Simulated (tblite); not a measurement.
Species: C₆H₁₃OP.
SMILES with atom numbers: `[CH3:1][CH:2]([CH3:3])[P@@:4]1(=[O:5])[CH2:6][C@H:7]1[CH3:8]` (hydrogens: H9, H10, H11 on C1; H12 on C2; H13, H14, H15 on C3; H16, H17 on C6; H18 on C7; H19, H20, H21 on C8)

Computed with GFN2-xTB (tblite), gas phase: L-BFGS steps from a force-field or distance-geometry start until the largest atomic force falls under 0.01 eV/Å.

Step 47: E = -709.3650 eV
```
atom  x, y, z in Å  |  force x, y, z in eV/Å
C1     -1.7413   -1.4560    0.1530    0.013   0.027   0.016
C2     -1.0948   -0.1424    0.5678    0.036   0.020  -0.013
C3     -2.1227    0.9658    0.7534   -0.011  -0.008  -0.020
P4      0.0100    0.4073   -0.8139    0.001   0.012  -0.001
O5     -0.6214    0.5901   -2.1282   -0.014   0.024   0.006
C6      1.3623    1.4755   -0.2472   -0.039   0.018   0.000
C7      1.7822    0.0304   -0.6709   -0.028  -0.019   0.002
C8      2.4510   -0.8245    0.3710   -0.008  -0.017   0.004
H9     -2.2127   -1.3367   -0.8222    0.032  -0.017   0.017
H10    -2.5047   -1.7458    0.8743    0.020  -0.027  -0.011
H11    -0.9971   -2.2498    0.0876   -0.033   0.033  -0.024
H12    -0.5046   -0.2703    1.4775    0.018  -0.002  -0.018
H13    -2.6018    1.1779   -0.2011   -0.012   0.003  -0.012
H14    -2.8889    0.6604    1.4643    0.010   0.026   0.025
H15    -1.6518    1.8821    1.1092    0.002  -0.039  -0.005
H16     1.4855    1.6888    0.8055   -0.002   0.001  -0.004
H17     1.6983    2.2829   -0.8840   -0.013   0.001  -0.014
H18     2.2660   -0.0044   -1.6448    0.005  -0.009   0.026
H19     2.5587   -1.8490    0.0212    0.012  -0.016  -0.006
H20     1.8754   -0.8376    1.2935    0.017   0.020   0.017
H21     3.4435   -0.4276    0.5882   -0.007  -0.028   0.013
```

Step 48: E = -709.3656 eV
```
atom  x, y, z in Å  |  force x, y, z in eV/Å
C1     -1.7394   -1.4560    0.1530    0.017   0.022   0.008
C2     -1.0954   -0.1413    0.5682    0.008   0.023  -0.022
C3     -2.1244    0.9666    0.7530   -0.013  -0.011  -0.008
P4      0.0093    0.4079   -0.8134    0.018   0.016  -0.002
O5     -0.6209    0.5929   -2.1279   -0.020   0.017   0.002
C6      1.3627    1.4754   -0.2484   -0.051   0.024  -0.004
C7      1.7821    0.0309   -0.6696   -0.031  -0.060   0.008
C8      2.4506   -0.8255    0.3720   -0.007  -0.022   0.018
H9     -2.2170   -1.3355   -0.8192    0.029  -0.015   0.023
H10    -2.4959   -1.7556    0.8777    0.020  -0.012  -0.013
H11    -0.9911   -2.2448    0.0783   -0.027   0.023  -0.023
H12    -0.5048   -0.2690    1.4774    0.020   0.000  -0.008
H13    -2.6005    1.1835   -0.2018   -0.005  -0.006  -0.016
H14    -2.8939    0.6606    1.4602    0.014   0.015   0.023
H15    -1.6548    1.8810    1.1145    0.009  -0.030  -0.005
H16     1.4857    1.6915    0.8028    0.004   0.005   0.024
H17     1.6969    2.2811   -0.8875   -0.004   0.015  -0.022
H18     2.2647   -0.0065   -1.6436    0.013  -0.007   0.013
H19     2.5536   -1.8520    0.0256    0.002  -0.002  -0.013
H20     1.8776   -0.8342    1.2966    0.021   0.023   0.008
H21     3.4460   -0.4340    0.5863   -0.016  -0.019   0.009
```

Step 49: E = -709.3662 eV
```
atom  x, y, z in Å  |  force x, y, z in eV/Å
C1     -1.7372   -1.4552    0.1531    0.015   0.008  -0.005
C2     -1.0952   -0.1397    0.5687   -0.022   0.019  -0.023
C3     -2.1259    0.9672    0.7526   -0.011  -0.010   0.007
P4      0.0084    0.4083   -0.8133    0.021   0.020  -0.004
O5     -0.6216    0.5957   -2.1276   -0.021   0.008  -0.002
C6      1.3615    1.4756   -0.2496   -0.044   0.021  -0.006
C7      1.7812    0.0303   -0.6680   -0.027  -0.072   0.012
C8      2.4501   -0.8270    0.3733   -0.007  -0.023   0.025
H9     -2.2189   -1.3338   -0.8168    0.018  -0.009   0.024
H10    -2.4879   -1.7646    0.8797    0.020   0.008  -0.013
H11    -0.9858   -2.2397    0.0697   -0.009   0.008  -0.018
H12    -0.5034   -0.2674    1.4769    0.015   0.005  -0.001
H13    -2.5994    1.1880   -0.2029    0.002  -0.015  -0.011
H14    -2.8980    0.6615    1.4574    0.019   0.003   0.014
H15    -1.6572    1.8796    1.1190    0.015  -0.014  -0.008
H16     1.4840    1.6943    0.8007    0.009   0.008   0.038
H17     1.6948    2.2795   -0.8912    0.001   0.018  -0.021
H18     2.2635   -0.0085   -1.6417    0.018  -0.005   0.002
H19     2.5497   -1.8550    0.0292   -0.010   0.009  -0.015
H20     1.8804   -0.8316    1.3001    0.019   0.020   0.003
H21     3.4482   -0.4406    0.5849   -0.021  -0.007   0.001
```

Step 50: E = -709.3667 eV
```
atom  x, y, z in Å  |  force x, y, z in eV/Å
C1     -1.7352   -1.4541    0.1532    0.011  -0.007  -0.014
C2     -1.0948   -0.1382    0.5690   -0.031   0.009  -0.016
C3     -2.1271    0.9672    0.7522   -0.005  -0.004   0.014
P4      0.0077    0.4089   -0.8136    0.007   0.021  -0.004
O5     -0.6232    0.5984   -2.1272   -0.015   0.000  -0.003
C6      1.3598    1.4760   -0.2504   -0.019   0.009  -0.001
C7      1.7797    0.0286   -0.6666   -0.017  -0.047   0.011
C8      2.4495   -0.8286    0.3746   -0.009  -0.016   0.020
H9     -2.2193   -1.3317   -0.8151    0.005  -0.004   0.019
H10    -2.4823   -1.7700    0.8809    0.020   0.021  -0.012
H11    -0.9827   -2.2360    0.0635    0.009  -0.004  -0.012
H12    -0.5011   -0.2660    1.4762    0.003   0.011  -0.003
H13    -2.5984    1.1900   -0.2042    0.007  -0.019   0.001
H14    -2.9005    0.6621    1.4560    0.022  -0.007   0.006
H15    -1.6586    1.8782    1.1217    0.017   0.000  -0.012
H16     1.4821    1.6962    0.7997    0.009   0.009   0.028
H17     1.6934    2.2786   -0.8941    0.001   0.009  -0.010
H18     2.2628   -0.0103   -1.6400    0.016  -0.006   0.000
H19     2.5471   -1.8572    0.0315   -0.020   0.010  -0.013
H20     1.8829   -0.8298    1.3031    0.011   0.013   0.005
H21     3.4493   -0.4453    0.5840   -0.021   0.004  -0.005
```

**Question.** Estimate the geometry and energy of step 51. (The exact step hangs on the optimiser's Hessian estimate; all steps are aligned on step 50, rigid shifts and turns removed.)

**Answer.** E = -709.3669 eV, largest force 0.030 eV/Å
```
atom  x, y, z in Å  |  force x, y, z in eV/Å
C1     -1.7340   -1.4534    0.1532    0.008  -0.014  -0.016
C2     -1.0946   -0.1374    0.5690   -0.021   0.000  -0.008
C3     -2.1278    0.9669    0.7520    0.002   0.001   0.013
P4      0.0073    0.4098   -0.8139   -0.009   0.019  -0.002
O5     -0.6248    0.6006   -2.1268   -0.008  -0.005  -0.002
C6      1.3589    1.4763   -0.2508    0.005  -0.002   0.004
C7      1.7786    0.0268   -0.6661   -0.010  -0.012   0.006
C8      2.4490   -0.8296    0.3757   -0.011  -0.007   0.009
H9     -2.2201   -1.3302   -0.8137   -0.003  -0.003   0.012
H10    -2.4789   -1.7718    0.8819    0.017   0.022  -0.010
H11    -0.9812   -2.2344    0.0598    0.017  -0.008  -0.009
H12    -0.4994   -0.2653    1.4756   -0.007   0.015  -0.008
H13    -2.5974    1.1898   -0.2054    0.006  -0.017   0.009
H14    -2.9019    0.6617    1.4549    0.021  -0.011   0.004
H15    -1.6592    1.8771    1.1229    0.013   0.008  -0.013
H16     1.4818    1.6969    0.7997    0.007   0.008   0.010
H17     1.6930    2.2783   -0.8958   -0.001  -0.003   0.001
H18     2.2629   -0.0116   -1.6391    0.010  -0.008   0.007
H19     2.5454   -1.8583    0.0329   -0.023   0.005  -0.008
H20     1.8842   -0.8281    1.3049    0.004   0.006   0.010
H21     3.4494   -0.4473    0.5833   -0.016   0.008  -0.007
```

The energy changes by -0.0002 eV. The first-order estimate −F·Δx gives -0.0003 eV and the mean of the old and new forces, exact on a quadratic surface, -0.0002 eV. The step makes an angle of 72° with the force vector and moves no atom by more than 0.004 Å.

What follows is the cost of the whole relaxation. Time: 0.65 s wall. Hardware: Arm Neoverse V1, one thread, no GPU, shared host with 32 logical CPUs at a one-minute load of 25.
